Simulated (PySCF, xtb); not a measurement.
B(AsH2)2(H) (As2BH5), SMILES [AsH2]B[AsH2].

xtb with GFN2-xTB at its own geometry gives an orbital gap of 2.68 eV and a dipole moment of 0.86 D.

Geometry: B3LYP-D3(BJ)/def2-SVP. The structure was generated by enumeration, and PubChem lists no compound with its InChIKey, so it may never have been made.

**Question.** What does PBE/def2-TZVPD (PySCF) give? (Estimate from the structure and the level; the computed values follow.)

**Answer.** gap 3.46 eV (levels -6.35 and -2.89 eV), dipole 0.05 D.
